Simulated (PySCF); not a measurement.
Ionisation energy of Pd²⁵⁺ by level of theory

Pd²⁵⁺ [Ar] 3d3 [3d3/2^3, M_J = 3/2] → Pd²⁶⁺ [Ar] 3d2 [3d3/2^2, M_J = 2], as a difference of total energies. All numbers are calculated (PySCF 2.14, the two-component X2C-1e Hamiltonian, in an uncontracted even-tempered set (16 s from 3.5 bohr⁻², ratio 2.8; 12 p from 4.5 bohr⁻², ratio 2.8; 8 d from 4.5 bohr⁻², ratio 2.8; 3 f from 15 bohr⁻², ratio 3)). Correlated levels: [Ne] frozen; the 74 highest virtual spinors dropped. "Screened" scales the spin-orbit matrix elements by Boettger's factors to mimic the two-electron term; Breit and QED terms are absent.

```json
{"method": "GHF (spin-free)", "ionisation energy (eV)": "1289.7"}
{"method": "GMP2 (spin-free)", "ionisation energy (eV)": "1289.8"}
{"method": "GHF (screened spin-orbit)", "ionisation energy (eV)": "1289.5"}
{"method": "GMP2 (screened spin-orbit)", "ionisation energy (eV)": "1289.7"}
```

Breit and QED terms and the two-electron picture change are absent.

The spin-free rows relax to the high-spin LS determinant and lack the spin-orbit shift.

The labels give the starting determinants; with spin-orbit coupling the two ends relaxed to ⟨J²⟩ = 5.01, ⟨L²⟩ = 10.98, ⟨S²⟩ = 3.24 and ⟨J²⟩ = 6.21, ⟨L²⟩ = 10.95, ⟨S²⟩ = 1.68.

The determinant of Pd²⁵⁺ mixes levels of different J (the jj label is only the starting occupation), so the difference between spin-free and spin-orbit rows is not the physical spin-orbit shift.

For comparison: 1290 ± 4 eV (theoretical estimate listed by NIST; NIST Atomic Spectra Database, ionization energies).
